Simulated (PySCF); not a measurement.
A structure optimised at B3LYP-D3(BJ)/def2-TZVPD, used in a PySCF frequency run:

```xyz
4

As     0.0000     0.0000     0.0706
H      1.0983    -0.6341    -0.7767
H     -1.0983    -0.6341    -0.7767
H      0.0000     1.2682    -0.7767
```
Charge 0, spin multiplicity 1.

Task: Write its SMILES, formula and point group.

Result: [AsH3], AsH3, C3v

Task: What are its rotational constants (standard atomic weights)?

Result: 111.85, 111.85, 103.91 GHz
